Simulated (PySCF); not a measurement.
B(F)(GeH3)(OH) (BFGeH4O), SMILES O[B](F)[GeH3]. Atoms are numbered in the order given.

```xyz
8

B     -0.0082     1.0510     0.0000
F     -1.1716     1.7098     0.0000
Ge     0.0156    -1.0214     0.0000
H     -0.7169    -1.5701     1.2402
H     -0.7169    -1.5701    -1.2402
H      1.4508    -1.5749     0.0000
O      1.1359     1.7555     0.0000
H      0.9823     2.7107     0.0000
```

The structure is a stationary point at PBE0-D3(BJ)/def2-SVP. The structure was generated by enumeration, and PubChem lists no compound with its InChIKey, so it may never have been made. Other conformers were not sampled.

Calculation: KT2/pcSseg-1 in PySCF.

GIAO shieldings, no solvent; atoms alike by connectivity are averaged. δ = σ(ref) − σ: ¹¹B against BF3 (σ = 89.8 ppm); ¹⁹F against CFCl3 (σ = 127.1 ppm); ⁷³Ge against GeH4 (σ = 1669.3 ppm); ¹H against TMS (σ = 31.47 ppm); ¹⁷O against H2O (σ = 330.4 ppm), references at their B3LYP-D3(BJ)/def2-TZVP geometries, non-relativistic.

```csv
atoms,nucleus,count,δ (ppm)
B1,¹¹B,1,18.7
F2,¹⁹F,1,(withheld)
Ge3,⁷³Ge,1,(withheld)
H8,¹H,1,5.21
"H4, H5, H6",¹H,3,3.66
O7,¹⁷O,1,(withheld)
```

### Question
What belongs in the gaps? (The exact figures need the calculation; the answer reports its results.)

### Answer

- O7, δ (ppm): 163.8
- Ge3, δ (ppm): -36.7
- F2, δ (ppm): -70.7
